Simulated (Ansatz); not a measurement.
Calculated with Ansatz (gas phase, PBE0-D4/def2-TZVP geometries, no zero-point term in ΔE). CBS: MP2 limit from def2 TZ/QZ plus the TZ coupled-cluster correction, frozen cores. This one scheme is used for every species. Functionals use def2-TZVPP. B3LYP here is the variant with VWN-RPA as its local correlation; programs differ in this. HSE06 is defined as in plane-wave codes.

`Cl[SiH]1[SiH2][SiH2]1` + H₂ → `[SiH2]1[SiH2][SiH2]1` + HCl  (hydrogenolysis of the Si–Cl bond)

(1) Is it downhill or uphill in electronic energy at CCSD(T)/CBS, and by how much? (Best estimate.)

(2) What do these levels give: revPBE-D4, PBE0-D4, HSE06-D4, ωB97M-V, BLYP, r2SCAN, B3LYP, CAM-B3LYP, RPA@PBE/def2-TZVPP, MP2/def2-SVP, CCSD/def2-SVP, CCSD(T)/def2-SVP? (Estimate.)

(3) What do rigid-rotor, harmonic-oscillator terms from PBE0-D4/def2-TZVP frequencies (298.15 K, 1 bar) make of the CCSD(T)/CBS value? (Estimate.)

Largest T1 diagnostic among the species: 0.015.

Answers

(1) Computed: Uphill: ΔE = +62.8 kJ/mol.

(2) Computed: revPBE-D4 68.0, PBE0-D4 62.1, HSE06-D4 62.3, ωB97M-V 63.0, BLYP 58.3, r2SCAN 65.9, B3LYP 56.8, CAM-B3LYP 54.4, RPA@PBE/def2-TZVPP 53.0, MP2/def2-SVP 49.6, CCSD/def2-SVP 38.8, CCSD(T)/def2-SVP 41.4 kJ/mol.

(3) Computed: ΔZPE = +6.7 kJ/mol, ΔH = +66.7 kJ/mol, ΔS = 4 J/(mol·K), ΔG = +65.3 kJ/mol.

Leaving LDA and LC-ωPBE aside and taking each functional with its dispersion term where it has one, the values, not all of them listed here, spread over 9.0 kJ/mol, from CAM-B3LYP-D4 to revPBE-D4. At CCSD(T), def2-SVP lies −21.4 kJ/mol from the extrapolated value and def2-TZVPP −6.4 kJ/mol. From BLYP to BHLYP (50 % exact exchange), in def2-TZVPP and without D4, ΔE moves by −3.3 kJ/mol.
